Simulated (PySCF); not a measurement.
# Interval between two levels of Cd(3+) by level of theory

Cd(3+) [Kr] 4d9 [2D5/2, M_J = 5/2] → Cd(3+) [Kr] 4d8 5s1 [4F9/2, M_J = 9/2], as a difference of total energies. Calculation: PySCF 2.14, in x2c-TZVPall-2c with one added diffuse shell each of s, p, d type (9s10p8d1f, 86 functions); the two-component X2C-1e Hamiltonian. Correlated levels: [Ar] 3d10 frozen; the 6 highest virtual spinors dropped. "Screened" scales the spin-orbit matrix elements by Boettger's factors to mimic the two-electron term; Breit and QED terms are absent.

| method | interval between two levels (cm⁻¹) |
| --- | --- |
| GHF (spin-free) | 109640 |
| GMP2 (spin-free) | 111140 |
| GHF (screened spin-orbit) | 107970 |
| GMP2 (screened spin-orbit) | 109400 |

The labels give the starting determinants; with spin-orbit coupling the two ends relaxed to ⟨J²⟩ = 8.75, ⟨L²⟩ = 6.02, ⟨S²⟩ = 0.77 and ⟨J²⟩ = 24.76, ⟨L²⟩ = 12.08, ⟨S²⟩ = 3.74.
